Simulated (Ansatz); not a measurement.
Reaction: BAsH3 (SMILES [BH][AsH2], doublet) → BAsH3 (SMILES B[AsH], doublet)
Each species at its own B3LYP-D3(BJ)/def2-TZVP minimum (Ansatz, an electronic-structure program).

Wanted: isomerisation energy (electronic), in kcal/mol. Open shells are spin-unrestricted; no spin-orbit coupling. Cores are frozen in correlated methods (noble-gas shells, and filled d and f shells in the p block). No relativity. CBS(X,Y): correlation extrapolated as X^-3, Hartree-Fock from the larger set. A bracket is a step between two methods taken in the basis named.

CCSD(T)/CBS(cc-pVTZ,cc-pVQZ) + [CCSDT(Q) - CCSD(T)]/cc-pVTZ + [CCSDTQ - CCSDT(Q)]/cc-pVDZ (Ansatz) gives -28.0 kcal/mol.

Problem. How far off this value is PBE/def2-TZVPD (Ansatz), in which direction, and how far these levels: r2SCAN/def2-TZVPD, B3LYP/def2-TZVPD, CCSD(T)/CBS(cc-pVTZ,cc-pVQZ)?

Solution. PBE gives -26.3 kcal/mol, 1.7 kcal/mol above it. Differences of the others: r2SCAN/def2-TZVPD (Ansatz) 2.9; B3LYP/def2-TZVPD (Ansatz) -0.9; CCSD(T)/CBS(cc-pVTZ,cc-pVQZ) (Ansatz) -0.1 kcal/mol.
